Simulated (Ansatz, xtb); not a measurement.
# Relative energy of two structures of CaH5PSi

Structure a is a singlet given by its coordinates and structure b is `[SiH3][Ca][PH2]`, a singlet. Both are isolated molecules in the gas phase, relaxed with PBE0-D3(BJ)/def2-SVP.

a (Å):

| atom | x (Å) | y (Å) | z (Å) |
| --- | --- | --- | --- |
| Ca | 0.1839 | 1.9680 | 1.4467 |
| P | -1.0159 | -0.6182 | 1.9003 |
| Si | 0.1772 | -0.3967 | -0.0684 |
| H | 0.6366 | -1.7742 | -0.4682 |
| H | 1.4058 | 0.0063 | 0.8254 |
| H | -0.6501 | -1.7653 | 2.6558 |
| H | -2.3102 | -1.0244 | 1.4887 |
| H | 0.4904 | 3.8522 | 2.0479 |

Close contacts (Å): Ca1–P2 2.89, Ca1–Si3 2.81, P2–Si3 2.31, Ca1–H5 2.39, Ca1–H8 2.00, P2–H6 1.42, P2–H7 1.42, Si3–H4 1.51, Si3–H5 1.57.

b (Å):

```xyz
8

Ca   -0.3194    0.5337    1.6160
P    -1.8818    2.6090    2.6143
Si    0.7208   -1.7150    0.0034
H     0.8935   -3.0134    0.7559
H     2.0824   -1.4861   -0.6093
H    -0.1356   -2.1036   -1.1776
H    -1.6682    2.0479    3.9235
H    -0.6733    3.3882    2.6959
```

Question: Estimate which is lower in electronic energy at CCSD(T)/def2-TZVP, and by roughly how much.

Answer: The CCSD(T)/def2-TZVP calculation puts structure b lower, by 10.4 kcal/mol.

The same difference at several levels:

| level | geometry | E(b) − E(a) (kcal/mol) | departure from the last row (kcal/mol) | job, with rough time for the two |
| --- | --- | --- | --- | --- |
| PBE0-D3(BJ)/def2-SVP | PBE0-D3(BJ)/def2-SVP | −5.2 | +5.3 | optimisation, 7.1 min |
| HF/def2-TZVP | PBE0-D3(BJ)/def2-SVP | −12.5 | −2.0 | part of the CCSD(T) run |
| MP2/def2-TZVP | PBE0-D3(BJ)/def2-SVP | −9.4 | +1.0 | part of the CCSD(T) run |
| CCSD(T)/def2-TZVP | PBE0-D3(BJ)/def2-SVP | −10.4 |  | single point, 2.3 min |

None of the levels shown reverses the order. The largest departure from CCSD(T)/def2-TZVP is that of PBE0-D3(BJ)/def2-SVP, 5.3 kcal/mol. A small imaginary or near-zero mode remains, so no thermal terms are given. Levels run at GFN2-xTB geometries aren't shown.

The correlated steps freeze 15 core orbitals; the last core shell of Ca is correlated, in a basis made for valence electrons. Codes used: Ansatz 0.2.0; the last row on 1 thread of AMD EPYC (Zen 3) on a shared host.
